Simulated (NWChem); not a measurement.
BH2Se2F; SMILES FB([SeH])[SeH]

```xyz
6

B      0.6291     0.0093     0.0000
F      1.9558     0.0243     0.0000
Se    -0.3433    -1.6974     0.0000
H      0.8917    -2.5163     0.0000
Se    -0.2718     1.7547     0.0000
H     -1.6457     1.2036     0.0000
```
Atoms are numbered in this order, from 1.

Level: B3LYP/6-31G* (spherical d) (NWChem), optimised geometry, unscaled harmonic frequencies. This build's default masses of Se (78.918 u) and Br (79.917 u) are each other's, which moves their modes by up to 0.6 %.

```json
[
 {"frequency (cm⁻¹)": "143", "IR intensity (km/mol)": "0.8"},
 {"frequency (cm⁻¹)": "236", "IR intensity (km/mol)": "19.1"},
 {"frequency (cm⁻¹)": "268", "IR intensity (km/mol)": "3.3"},
 {"frequency (cm⁻¹)": "318", "IR intensity (km/mol)": "0.1"},
 {"frequency (cm⁻¹)": "369", "IR intensity (km/mol)": "2.5"},
 {"frequency (cm⁻¹)": "459", "IR intensity (km/mol)": "4.5"},
 {"frequency (cm⁻¹)": "675", "IR intensity (km/mol)": "51.3"},
 {"frequency (cm⁻¹)": "756", "IR intensity (km/mol)": "33.5"},
 {"frequency (cm⁻¹)": "894", "IR intensity (km/mol)": "261.5"},
 {"frequency (cm⁻¹)": "1308", "IR intensity (km/mol)": "207.9"},
 {"frequency (cm⁻¹)": "2404", "IR intensity (km/mol)": "21.2"},
 {"frequency (cm⁻¹)": "2414", "IR intensity (km/mol)": "26.4"}
]
```

```json
{
 "zero_point_energy": "14.6 kcal/mol",
 "thermal correction to the enthalpy at 298.15 K (with zero-point energy)": "18.8 kcal/mol",
 "heat capacity Cv": "18.2 cal/(mol K)",
 "entropy at 298.15 K and 1 atm (symmetry number 1)": "80.3 cal/(mol K)",
 "dipole_moment": "0.73 D"
}
```

Rigid rotor and harmonic oscillator.
